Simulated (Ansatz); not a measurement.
Consider the ligand exchange at the Si–F bond: `CS[SiH](F)F` + HCl → `CS[SiH](F)Cl` + H–F.

Computed with Ansatz on PBE0-D4/def2-TZVP structures; ΔE is electronic, products minus reactants. CBS: MP2 limit from def2 TZ/QZ plus the TZ coupled-cluster correction, frozen cores. This one scheme is used for every species. Functionals use def2-TZVPP. HSE06 is defined as in plane-wave codes. One conformer a species, not always the lowest.

CCSD(T)/CBS gives +10.5 kcal/mol.

Question: Another level gave +11.5 kcal/mol. Which?
A. CAM-B3LYP/def2-TZVPP
B. r2SCAN/def2-TZVPP
C. HSE06/def2-TZVPP
D. CAM-B3LYP-D4/def2-TZVPP

Answer: B. r2SCAN 11.5, HSE06 9.9, CAM-B3LYP 13.8, CAM-B3LYP-D4 12.8 kcal/mol.

Largest T1 diagnostic among the species: 0.011.

Leaving LDA and LC-ωPBE aside and taking each functional with its dispersion term where it has one, the values, not all of them listed here, spread over 4.7 kcal/mol, from revPBE-D4 to CAM-B3LYP-D4. In def2-TZVPP, CCSD(T) changes the Hartree–Fock value by −3.2 kcal/mol (the triples alone add −0.7 kcal/mol) and MP2 by −4.8 kcal/mol.

CCSD(T)/CBS has its own doubt, a few kJ/mol and more with outer-core shells, so smaller differences from it don't rank the levels.
